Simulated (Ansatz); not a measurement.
The cluster As4O6⁺. The state is a doublet with charge 1. Geometry r2SCAN-D4/def2-SVP; atoms count from 1.

Cartesian coordinates in Å:
```
As 2.028 0.040 -0.314
As -2.585 -0.854 0.341
As 0.036 0.833 1.875
As -0.368 -1.733 -2.093
O -1.751 -1.664 -0.992
O 1.206 -0.351 1.224
O 0.680 -0.516 -1.463
O 1.566 1.776 -0.233
O -1.431 0.320 0.858
O 0.618 2.149 0.797
```

The structure holds 1 bond(s) between oxygen atoms. The structure comes from a short search, and lower isomers may exist.

Question: Estimate the Mulliken populations from the PBE0/def2-TZVP orbitals of Ansatz.

Answer: 
| atom | charge (e) | spin (α − β) |
| --- | --- | --- |
| As1 | 0.87 | 0.01 |
| As2 | 0.82 | 0.50 |
| As3 | 0.87 | 0.01 |
| As4 | 0.82 | 0.50 |
| O5 | -0.46 | -0.09 |
| O6 | -0.49 | 0.00 |
| O7 | -0.50 | 0.04 |
| O8 | -0.22 | 0.00 |
| O9 | -0.50 | 0.04 |
| O10 | -0.22 | 0.00 |
Mulliken values and Mayer orders depend strongly on the basis.

Question: Where does the spin sit?

Answer: Summed by element: As 1.02, O -0.02, of 1 unpaired in all. Largest on single atoms: As4 0.50, As2 0.50, O5 -0.09.

Question: And the Mayer bond orders between bonded heavy atoms (over 0.3)?

Answer: As1–O6 0.97 (1.79 Å); As1–O7 0.72 (1.86 Å); As1–O8 1.04 (1.80 Å); As2–O5 1.00 (1.77 Å); As2–O9 1.13 (1.72 Å); As3–O6 0.97 (1.79 Å); As3–O9 0.72 (1.86 Å); As3–O10 1.03 (1.80 Å); As4–O5 1.00 (1.77 Å); As4–O7 1.13 (1.73 Å); O8–O10 0.83 (1.45 Å). Values over 0.3 also appear between atoms too far apart for a bond (As2–As4 0.34 at 3.41 Å); they arise where an orbital or an unpaired electron spreads over both atoms.
